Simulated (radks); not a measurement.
Results of a calculation; reference values are marked as such.
All-electron atom: Tb6+ in [Kr] 4d10 4f8 5s2 5p3. Code: a radial shooting solver on a logarithmic mesh with Libxc functionals. Model: scalar-relativistic Kohn-Sham, PBE, spin-polarised, spherical densities, finite nucleus; open shells are filled with parallel spins first (spin-orbit coupling, left out, can overturn this in heavy ions); Fermi nuclear charge, rms radius 5.06 fm. Some entries of the table are withheld. Estimate them.

orbital,occ.,eigenvalue (eV),r(max) (bohr),<r> (bohr)
1s up,1,-51934.98,0.01364,0.02151
1s down,1,-51934.72,0.01364,0.02151
2s up,1,-8678.055,0.07750,0.09150
2s down,1,-8677.878,0.07750,0.09150
2p up,3,-7721.178,0.06279,0.08088
2p down,3,-7720.929,0.06280,0.08088
3s up,1,-1989.535,0.2198,0.2394
3s down,1,-1986.897,0.2197,0.2393
3p up,3,-1694.346,0.2158,0.2382
3p down,3,-1691.689,0.2157,0.2379
3d up,5,-1309.305,0.1765,0.2166
3d down,5,-1307.230,0.1763,0.2163
4s up,1,-461.7230,0.5046,0.5411
4s down,1,-455.7670,0.5046,0.5410
4p up,3,-364.4224,0.5268,0.5729
4p down,3,-358.4955,0.5267,0.5727
4d up,5,-230.7698,0.5463,0.6212
4d down,5,-224.7652,0.5462,0.6205
5s up,1,-124.7040,(1),1.245
5s down,1,-118.0946,(2),1.255
5p up,3,-98.7236,1.275,1.393
5p down,0,-92.5892,1.283,1.417
4f up,7,-85.0322,0.5483,(3)
4f down,1,-78.6882,0.5484,(4)

Answer. 
(1) 5s up r(max) (bohr): 1.150
(2) 5s down r(max) (bohr): 1.151
(3) 4f up <r> (bohr): 0.7805
(4) 4f down <r> (bohr): 0.7825
